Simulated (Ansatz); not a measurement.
# C2H7OSi: which of these isomers lies lowest?

2 of its isomers, all doublets with charge 0: A = `CO[SiH]C`; B = `[CH2]C[SiH2]O`.

Shapes, held fixed at every level: PBE0-D4/def2-TZVP. Flexible molecules stand in one conformer, not always the lowest. Programs: Ansatz 0.2.0.

A:

```xyz
11

C    -1.0584    1.6964   -0.5656
O    -0.7495    0.4258   -0.0457
Si    0.5843   -0.4418   -0.4816
C     0.7174   -1.8630    0.7198
H    -1.8383    2.1404    0.0560
H    -0.1860    2.3606   -0.5567
H    -1.4312    1.6247   -1.5930
H     1.7865    0.4573   -0.4132
H     1.6076   -2.4585    0.5045
H    -0.1564   -2.5136    0.6520
H     0.7893   -1.4852    1.7440
```

B:

```xyz
11

C    -1.2100    0.8948   -0.3890
C     0.2570    0.9159   -0.2722
Si    0.8366   -0.6823    0.5536
O     0.3399   -2.0091   -0.2890
H    -1.6928    0.4894   -1.2688
H    -1.8386    1.1986    0.4381
H     0.6136    1.7457    0.3494
H     0.7494    0.9844   -1.2473
H     2.3186   -0.7711    0.5820
H     0.2985   -0.6950    1.9432
H    -0.6069   -2.1281   -0.3792
```

Electronic energies in kJ/mol, without zero-point or thermal terms.

Problem. Which isomer should be the most stable, and roughly by how much?

Solution. B < A in rising energy, over a span of 11 kJ/mol, by CCSD(T)/CBS estimate. PBE-D4/def2-TZVPP, MP2/def2-SVP, CCSD(T)/def2-SVP, CCSD/def2-SVP (by under 2 kJ/mol) put A lowest. The B − A difference spans -18.8 to +5.6 kJ/mol over the levels. Open shells run unrestricted. The CBS estimate extrapolates MP2 from def2-TZVPP and def2-QZVPP and adds CCSD(T) − MP2 in the triple-zeta set, cores frozen.

```
                level                    kind  B − A
        HF/def2-TZVPP            Hartree–Fock  -18.8
    PBE-D4/def2-TZVPP                     GGA   +4.0
r2SCAN0-D4/def2-TZVPP           global hybrid  -12.4
   wB97X-V/def2-TZVPP  range-separated hybrid   -6.7
         MP2/def2-SVP     perturbation theory   +5.6
     CCSD(T)/def2-SVP   coupled cluster or CI   +3.2
        CCSD/def2-SVP   coupled cluster or CI   +1.1
 CCSD(T)/CBS estimate   coupled cluster or CI  -11.4
```
